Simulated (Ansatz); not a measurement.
C$_{2}$H$_{8}$SSi$_{2}$, SMILES `S[SiH]1C[SiH2]C1` at its PBE0-D4/def2-TZVP geometry, where that method's forces vanish. Charge 0, multiplicity 1.

```tsv
atom	x (Å)	y (Å)	z (Å)
S1	0.390	1.630	2.306
Si2	0.435	0.010	0.908
C3	-1.198	-0.563	0.153
Si4	-0.332	-0.444	-1.528
C5	1.093	0.551	-0.771
H6	-0.085	0.887	3.321
H7	1.189	-1.135	1.484
H8	-1.603	-1.524	0.468
H9	-1.974	0.200	0.252
H10	-1.098	0.244	-2.602
H11	0.116	-1.771	-2.029
H12	0.950	1.624	-0.931
H13	2.117	0.292	-1.031
```

(1) For each bond, give half the difference of the two atoms' forces along it (eV/Å; positive pushes the atoms apart) under PBE-D4, r2SCAN-D4, B3LYP-D4, ωB97M-V in def2-TZVPP. (An estimate is asked.)

## Answers

(1) Computed: 
| bond | length (Å) | PBE-D4 | r2SCAN-D4 | B3LYP-D4 | ωB97M-V |
| --- | --- | --- | --- | --- | --- |
| S1–Si2 | 2.141 | 0.10 | 0.06 | 0.10 | 0.04 |
| S1–H6 | 1.344 | 0.25 | 0.01 | -0.02 | -0.09 |
| Si2–C3 | 1.887 | 0.04 | 0.02 | 0.10 | 0.03 |
| Si2–C5 | 1.882 | 0.06 | 0.01 | 0.10 | 0.04 |
| Si2–H7 | 1.488 | 0.05 | -0.02 | -0.17 | -0.16 |
| C3–Si4 | 1.895 | 0.03 | 0.02 | 0.16 | 0.08 |
| C3–H8 | 1.089 | 0.08 | -0.02 | -0.06 | -0.05 |
| C3–H9 | 1.093 | 0.10 | -0.01 | -0.08 | -0.04 |
| Si4–C5 | 1.896 | 0.05 | 0.03 | 0.16 | 0.08 |
| Si4–H10 | 1.488 | 0.06 | -0.02 | -0.15 | -0.16 |
| Si4–H11 | 1.488 | 0.05 | -0.02 | -0.13 | -0.13 |
| C5–H12 | 1.094 | 0.09 | -0.01 | -0.07 | -0.04 |
| C5–H13 | 1.089 | 0.08 | -0.02 | -0.06 | -0.05 |

B3LYP here is the variant with VWN-RPA as its local correlation; programs differ in this.
